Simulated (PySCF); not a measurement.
Computed XPS line lists of a few unrelated compounds.

Computed, not measured: delta-SCF UKS SCAN, pcX-2 on the ionised atom, pcseg-1 elsewhere, spin-free X2C in PySCF. Geometries: PBE0-D3(BJ)/def2-SVP; isolated species, one conformer each.

Line lists (1s up to Mg, 2p3/2 beyond; areas count atoms within a level, one atom standing for each set equivalent by bonding):
1. B 1s: 197.37 eV; C 1s: 290.59 (area 1), 291.00 (area 1), 291.46 (area 1), 292.63 (area 1), 294.75 (area 1) eV; O 1s: 538.84 (area 1), 539.04 (area 1) eV; F 1s: 692.69 eV
2. C 1s: 293.77 eV; O 1s: 538.91 eV; F 1s: 692.76 eV; Si 2p3/2: 108.56 eV
3. C 1s: 289.69 (area 1), 290.05 (area 1), 290.48 (area 1), 290.59 (area 1), 290.60 (area 1) eV; Si 2p3/2: 106.45 (area 1), 106.48 (area 1) eV

Structures:
A. `O=C[SiH2]F`
B. `O1BO[C@H]([C@@H](C1)C=C)F`
C. `CCC/C([SiH3])=C\[SiH3]`

Problem. Which list belongs to which compound?

Solution. 
- 1 = B: no other candidate has this set of levels. B 1s: 197.37 three-coordinate boron; C 1s: 290.59 terminal =CH2 carbon, 291.00 alkene CH carbon, 291.46 allylic carbon, 292.63 sp3 carbon bound to oxygen, 294.75 sp3 C–F carbon; O 1s: 538.84 boron-bound oxygen, 539.04 boron-bound oxygen; F 1s: 692.69 alkyl fluorine.
- 2 = A: no other candidate has this set of levels. C 1s: 293.77 carbonyl carbon; O 1s: 538.91 carbonyl oxygen; F 1s: 692.76 silicon-bound fluorine; Si 2p3/2: 108.56 fluorine-bound silicon.
- 3 = C: no other candidate has this set of levels. C 1s: 289.69 alkene CH carbon, 290.05 fully substituted alkene carbon, 290.48 methyl carbon, 290.59 chain CH2 carbon, 290.60 allylic carbon; Si 2p3/2: 106.45 SiH3 silicon, 106.48 SiH3 silicon.

The 2p values aren't plain energy differences: one relaxed spin-free 2p hole is combined with a matrix within the shell (ground-state 2p orbital-energy differences and spin–orbit coupling). 2p3/2, the mean of its two sublevels, lies a third of the splitting below the shell's mean and 2p1/2 two thirds above it; the statistical areas are 2:1. 1 of these hole states is spin-contaminated (⟨S²⟩ 0.89, against 0.75; counted from 0.85) and less certain.
